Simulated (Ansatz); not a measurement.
Geometry optimisation, RKS r2SCAN/def2-SVP in Ansatz.

Input:

```yaml
crystal:
  periodic: [false, false, false]
  atoms:
    - { symbol: B, position_ang: [0.024338, -0.225363, -0.071642] }
    - { symbol: Cl, position_ang: [-0.038696, -0.652477, 1.721542] }
    - { symbol: C, position_ang: [1.427919, -0.233782, -0.757269] }
    - { symbol: H, position_ang: [1.651914, -1.259754, -1.10266] }
    - { symbol: H, position_ang: [1.440968, 0.41014, -1.650344] }
    - { symbol: H, position_ang: [2.239328, 0.058876, -0.076867] }
    - { symbol: C, position_ang: [-1.360109, -0.176859, -0.80795] }
    - { symbol: H, position_ang: [-1.852946, -1.166866, -0.744668] }
    - { symbol: H, position_ang: [-2.052958, 0.532716, -0.32039] }
    - { symbol: H, position_ang: [-1.268751, 0.090925, -1.874348] }
    - { symbol: "N", position_ang: [0.066231, 2.367814, 0.804813] }
    - { symbol: H, position_ang: [0.965467, 2.691375, 1.167523] }
    - { symbol: H, position_ang: [-0.475152, 3.197989, 0.548857] }
    - { symbol: H, position_ang: [-0.411554, 1.892965, 1.596305] }
basis:
  gaussian: { orbitals: def2-SVP }
hamiltonian:
  xc: r2scan
relax:
  f_tol: 0.03
  max_steps: 50
```

Launched with:

```bash
$ ansatz run input.yaml --threads 4 --pin off --max-ram 5120MiB --backend cpu --events-out ev --progress --plain --runs-dir out
```

**Question.** Where does it end, and by what steps?

**Answer.** It converged. The force dipped under the threshold on the way, but the program's further checks kept it going. After 12 steps the energy has fallen by 0.831 eV; H13 moved furthest, 1.13 Å. Joined: B1–N11 (2.74 → 1.66 Å).

| step | energy less start (eV) | largest force component (eV/Å) | accepted |
| --- | --- | --- | --- |
| 0 | 0.0000 | 0.550 | yes |
| 1 | -0.0846 | 0.891 | yes |
| 2 | -0.1915 | 1.123 | yes |
| 3 | -0.4039 | 1.033 | yes |
| 4 | -0.6322 | 1.166 | yes |
| 5 | -0.6746 | 1.986 | yes |
| 6 | -0.7969 | 0.408 | yes |
| 7 | -0.7898 | 0.567 | no |
| 8 | -0.8187 | 0.118 | yes |
| 9 | -0.8272 | 0.043 | yes |
| 10 | -0.8300 | 0.007 | yes |
| 11 | -0.8303 | 0.079 | yes |
| 12 | -0.8306 | 0.008 | yes |

```xyz
14
Properties=species:S:1:pos:R:3
B 0.026 0.249 0.150
Cl 0.041 -0.638 1.831
C 1.376 -0.013 -0.675
H 1.431 -1.073 -0.974
H 1.423 0.578 -1.610
H 2.293 0.196 -0.096
C -1.359 0.029 -0.627
H -1.458 -1.029 -0.921
H -2.249 0.267 -0.017
H -1.420 0.620 -1.561
N 0.058 1.830 0.643
H 0.897 2.005 1.202
H 0.051 2.478 -0.149
H -0.754 2.027 1.235
```

Whether the end is a true minimum wasn't checked by a vibrational analysis.

The run took 26 s on 4 threads of Arm Neoverse V2, on a shared host, peak memory 0.19 GiB.
